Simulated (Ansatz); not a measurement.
Gas-phase electronic energies from Ansatz, PBE0-D4/def2-TZVP geometries. CBS: MP2 limit from def2 TZ/QZ plus the TZ coupled-cluster correction, frozen cores. This one scheme is used for every species. One conformer a species, not always the lowest.

`C=C(C)B(F)Cl` + `O[SiH3]` → `FB(Cl)O[SiH3]` + `C=CC`  (ligand exchange at a B–C bond)

```json
{"species": "`C=C(C)B(F)Cl`", "CCSD(T)/CBS(def2) energy (Eh)": "-701.62808"}
{"species": "`O[SiH3]`", "CCSD(T)/CBS(def2) energy (Eh)": "-366.69042"}
{"species": "`FB(Cl)O[SiH3]`", "CCSD(T)/CBS(def2) energy (Eh)": "-950.61315"}
{"species": "`C=CC`", "CCSD(T)/CBS(def2) energy (Eh)": "-117.74610"}
```

(1) Work out ΔE.

Largest T1 diagnostic among the species: 0.012.

Results:

(1) ΔE = (-950.61315) + (-117.74610) − (-701.62808) − (-366.69042) = -0.04075 Eh = -25.6 kcal/mol.

Leaving LDA and LC-ωPBE aside and taking each functional with its dispersion term where it has one, the values, not all of them listed here, spread over 4.7 kcal/mol, from BHLYP-D4 to revPBE-D4. From r2SCAN to r2SCAN0 (25 % exact exchange), in def2-TZVPP and without D4, ΔE moves by −0.7 kcal/mol. The D4 term adds +1.0 kcal/mol with B3LYP and +0.5 kcal/mol with PBE0; it sums over pairs of atoms, weighted by their polarisabilities, and B3LYP, whose exchange is more repulsive, gets the larger term.

B3LYP here is the variant with VWN-RPA as its local correlation; programs differ in this.
